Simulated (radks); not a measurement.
The numbers below are computed, except where a source is named.
Task: Coherent X-ray form factor from a spherical all-electron density. Code: a radial shooting solver on a logarithmic mesh with Libxc functionals. Model: non-relativistic Kohn-Sham, PBEsol, spin-polarised, spherical densities, point nucleus.

sin(theta)/lambda (1/angstrom),f0 (electrons)
0.05,19.800
0.1,19.224
0.15,18.331
0.2,17.209
0.25,15.954
0.3,14.657
0.4,12.217
0.5,10.243
0.6,8.802
0.8,7.103
1,6.141
1.25,5.152
1.5,4.207
2,2.709

The species is in the configuration that NIST lists as its ground one. Which atom or ion scatters so?

Result: The chromium ion Cr4+, [Ar] 3d2. Extrapolating in s^2 from the first two rows gives f0(0) = 20.0, near the electron count 20; among species with that count, the fall with angle is slower the higher Z, and the table is that of Z = 24; from so few rows the species is fixed only to a neighbour or two.
